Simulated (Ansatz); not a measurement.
`FB1CC1` and `[F][In]1[CH2][CH2]1` differ in one element.

Ansatz, PBE0-D4/def2-TZVP geometries, multiplicity 1. 

Elements past krypton have def2 core potentials.

```csv
property,`FB1CC1`
HOMO energy (PBE0/def2-TZVPP) / eV,-7.44
LUMO energy (PBE0/def2-TZVPP) / eV,-0.49
LUMO energy (ωB97M-V/def2-TZVPP) / eV,1.59
HOMO–LUMO gap (PBE/def2-TZVPP) / eV,4.51
HOMO energy (ωB97M-V/def2-TZVPP) / eV,-9.76
HOMO–LUMO gap (ωB97M-V/def2-TZVPP) / eV,11.35
```

Question: What does the change do to each property? (Estimate.)

Answer: The calculation gave: 
```
                               property  `[F][In]1[CH2][CH2]1`  shift
     HOMO energy (PBE0/def2-TZVPP) / eV                  -5.50   1.94
     LUMO energy (PBE0/def2-TZVPP) / eV                  -2.03  -1.54
  LUMO energy (ωB97M-V/def2-TZVPP) / eV                  -0.18  -1.77
    HOMO–LUMO gap (PBE/def2-TZVPP) / eV                   1.59  -2.92
  HOMO energy (ωB97M-V/def2-TZVPP) / eV                  -7.62   2.14
HOMO–LUMO gap (ωB97M-V/def2-TZVPP) / eV                   7.44  -3.91
```

With PBE0 the HOMO rises by 1.94 eV and the LUMO falls by 1.54 eV, so the gap narrows by about 3.48 eV. PBE moves the HOMO by 1.55 eV and ωB97M-V by 2.14 eV.
